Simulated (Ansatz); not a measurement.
Consider the hydrogen abstraction from the Sb–H bond: `[F][SbH][SiH3]` + `[OH]`• → `[F][Sb][SiH3]`• + H₂O.

Computed with Ansatz on PBE0-D4/def2-TZVP structures; ΔE is electronic, products minus reactants. CCSD(T)/CBS adds triple-zeta CCSD(T) − MP2 to the extrapolated MP2 energy (def2 sets, frozen cores). This one scheme is used for every species. DFT in def2-TZVPP. B3LYP here is the variant with VWN-RPA as its local correlation; programs differ in this. No spin–orbit coupling; open shells (•) take unrestricted orbitals. Elements past krypton have def2 core potentials. For Sb outer-core shells are correlated without core-valence functions, which leaves a few kJ/mol of doubt a bond.

`[F][SbH][SiH3]`:

```xyz
7

F    -2.122    1.095    0.660
Sb   -0.355    0.904    1.410
Si    0.416   -0.796   -0.388
H     0.321    2.172    0.469
H     0.001   -0.354   -1.742
H    -0.162   -2.133   -0.093
H     1.900   -0.887   -0.316
```

`[OH]`•:

Z-matrix (Å, degrees):
```
O
H 1 0.973
```

`[F][Sb][SiH3]`•:

```xyz
6

F     0.777   -1.346    2.100
Sb    1.246    0.422    1.481
Si   -0.287    0.244   -0.591
H    -0.175    1.521   -1.348
H    -1.700    0.040   -0.179
H     0.140   -0.881   -1.463
```

H₂O:

Z-matrix (Å, degrees):
```
O
H 1 0.960
H 1 0.960 2 105.1
```

| level | ΔE (kJ/mol) |
| --- | --- |
| r2SCANh-D4 | -226.8 |
| B3LYP | -230.6 |

Task: What does CCSD(T)/CBS give? (Best estimate.)

Result: The calculation gave: -237.9 kJ/mol. The listed levels differ from it by 11.1, 7.3 kJ/mol.

Largest T1 diagnostic among the species: 0.016.

From r2SCAN to r2SCAN0 (25 % exact exchange), in def2-TZVPP and without D4, ΔE moves by +6.7 kJ/mol. At CCSD(T), def2-SVP lies +21.3 kJ/mol from the extrapolated value and def2-TZVPP +8.8 kJ/mol. In def2-TZVPP, CCSD(T) changes the Hartree–Fock value by −61.3 kJ/mol (the triples alone add −4.3 kJ/mol) and MP2 by −87.3 kJ/mol.
